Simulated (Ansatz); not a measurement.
Species: CH$_{5}$GeO$_{2}$ (charge 0, doublet). It need not be the lowest isomer of its formula. SMILES: [CH3][Ge]([OH])[OH]
Geometry from a B3LYP-D3(BJ)/def2-TZVP (Ansatz, a first-principles code) optimisation:
```xyz
9

C      1.8104    -0.4229    -0.2271
Ge    -0.1705    -0.2319    -0.1779
O     -0.4514     1.4419    -0.7582
O     -0.7610    -0.1350     1.5323
H      2.1584    -0.2634    -1.2458
H      2.2100     0.3464     0.4341
H      2.1035    -1.4120     0.1184
H     -1.2494     1.8263    -0.3771
H     -0.9289    -0.9945     1.9325
```
Charge 0, spin multiplicity 2.

Parts of the frozen-core correlation energy in 6-31G (Ansatz, hartree). Frozen orbitals: 17; correlated occupied orbitals by spin: 13 and 12; virtual: 36 and 37. UHF or UKS for open shells. No spin-orbit coupling. Non-relativistic.

| term | value |
|---|---|
| reference (HF) | -2265.48243 |
| MP2 opposite-spin | -0.29571 |
| MP2 same-spin | -0.09430 |
| CCSD correlation | -0.41317 |
| (T) | -0.00810 |
| T1 diagnostic | 0.017 |
| largest doubles amplitude | 0.023 |
| <S^2> of the reference | 0.759 |
